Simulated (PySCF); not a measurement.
Stationary points of TeSF₂

These are results of PySCF, PBE0, basis Te def2-TZVP with ECP28, S def2-TZVP, F def2-TZVP (scalar-relativistic core potentials, no spin–orbit coupling, density fitting), not measurements.

Relaxations began from a few typed shapes. The search is not exhaustive: other isomers or separated fragments can lie lower, and high-lying points may rest on an excited occupation.

(1) Order these stationary points by electronic energy, lowest first, in kJ/mol from the lowest minimum.
A. singlet Cs: Te–F 1.895 Å (×2), Te–S 2.167 Å; F–Te–F 89.9°, F–Te–S 104.4° (×2)
B. singlet C2v: Te–F 1.973 Å (×2), Te–S 2.174 Å; F–Te–F 171.2°, F–Te–S 94.4° (×2)
C. singlet Cs: Te–F 1.882 Å, Te–F 2.000 Å, Te–S 2.234 Å; F–Te–F 79.2°, F–Te–S 91.3°, F–Te–S 170.5°

(2) Which of them are minima?

Answers

(1) A (0.0), B (103.2), C (163.0).

(2) By energy in kJ/mol, 0.0: minimum; 103.2: saddle point, 1 imaginary mode; 163.0: saddle point, 1 imaginary mode.

Counting electrons, tellurium keeps 2 of its valence electrons outside its bonds, so the VSEPR class is AX3E1 and the expected shape is trigonal pyramidal; with unlike ligands the computed point group is Cs.
